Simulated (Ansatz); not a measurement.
Nb₄⁻. Charge -1, multiplicity 2. Geometry B3LYP-D4/def2-SVP, that of the neutral singlet; atoms count from 1.

```csv
atom,x (Å),y (Å),z (Å)
Nb1,-0.089,0.236,1.512
Nb2,1.329,-0.687,-0.332
Nb3,-1.163,-0.893,-0.447
Nb4,-0.077,1.344,-0.733
```

In the def2 sets Nb takes a core potential; there is no spin–orbit coupling. The charge -1 doublet is spin-contaminated (final ⟨S²⟩ up to 1.59, 0.75 for a pure state). The highest occupied level of the charge -1 doublet lies above zero (up to 0.22 eV). By energy differences its removal costs 0.76 eV (vertical, to the charge 0 singlet, at PBE-D4/def2-TZVPD). The structure comes from a short search, and lower isomers may exist.

Problem. Estimate the Mulliken populations from the PBE0/def2-TZVPD orbitals of Ansatz.

Solution. 
| atom | charge (e) | spin (α − β) | d electrons |
| --- | --- | --- | --- |
| Nb1 | -0.15 | -0.71 | 3.92 |
| Nb2 | -0.15 | -0.71 | 3.92 |
| Nb3 | -0.35 | 1.21 | 3.97 |
| Nb4 | -0.35 | 1.21 | 3.97 |
Mulliken values and Mayer orders depend strongly on the basis. With diffuse functions, as here, like atoms can get unlike values, and bond orders can come out too low or too high.

Problem. Where does the spin sit?

Solution. Summed by element: Nb 1.00, of 1 unpaired in all. Largest on single atoms: Nb3 1.21, Nb4 1.21, Nb1 -0.71.

Problem. And the Mayer bond orders between bonded heavy atoms (over 0.3)?

Solution. Nb1–Nb2 2.31 (2.50 Å); Nb1–Nb3 1.82 (2.50 Å); Nb1–Nb4 1.82 (2.50 Å); Nb2–Nb3 1.82 (2.50 Å); Nb2–Nb4 1.82 (2.50 Å); Nb3–Nb4 2.11 (2.50 Å).
